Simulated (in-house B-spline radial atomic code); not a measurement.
A fraction x of an electron is removed from 4d in Rh+, starting from [Kr] 4d8 and keeping the highest spin. Level of theory: scalar-relativistic (X2C) r2SCAN, spin-polarised, spherical fractional occupations, Fermi nucleus of rms radius 4.4945 fm; calculated with a radial B-spline atomic code at the basis-set limit.

```csv
x,E(x) - E(0) (eV),4d down level (eV)
0,0.0000,-12.633
0.07,0.9105,-13.382
0.22,3.0399,-15.017
0.26,3.6494,-15.460
0.46,6.9657,-17.714
0.5,7.6834,-18.173
0.53,8.2337,-18.518
0.68,11.1422,-20.267
0.86,14.9826,-22.410
0.94,16.8140,-23.378
1,18.2386,-24.109
```

The exact functional would give a straight line between the two integer points. Deviations E(x) - E(0) - x[E(1) - E(0)], in eV: -0.366 at x = 0.07, -0.973 at x = 0.22, -1.093 at x = 0.26, -1.424 at x = 0.46, -1.436 at x = 0.5, -1.433 at x = 0.53, -1.26 at x = 0.68, -0.703 at x = 0.86, -0.33 at x = 0.94.

The curve lies below the straight line by up to 1.436 eV (at x = 0.5): convex, the delocalisation error that favours fractional charges.

**Question.** How well does Slater's transition state (minus the level at half occupation) give the ionisation energy?

**Answer.** It gives 18.173 eV against 18.239 eV from the two total energies; NIST lists 18.08 eV, ground level to ground level.
